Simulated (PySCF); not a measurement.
A structure optimised at PBE-D3(BJ)/def2-SVP, used in a PySCF frequency run:

```
O
Ge 1 1.8006
Ge 1 1.8006 2 125.68
H 2 1.5471 1 105.10 3 180.00
H 3 1.5471 1 105.10 2 -180.00
H 3 1.5565 5 111.25 1 118.54
H 2 1.5565 4 111.25 1 -118.54
H 2 1.5565 4 111.25 7 -122.91
H 3 1.5565 5 111.25 6 122.91
```
Charge 0, spin multiplicity 1.

### Question
Write its SMILES, formula and point group.

### Answer
[GeH3][O][GeH3], Ge₂H₆O, C2v

### Question
What are its rotational constants (standard atomic weights)?

### Answer
22.660, 1.2460, 1.2184 GHz
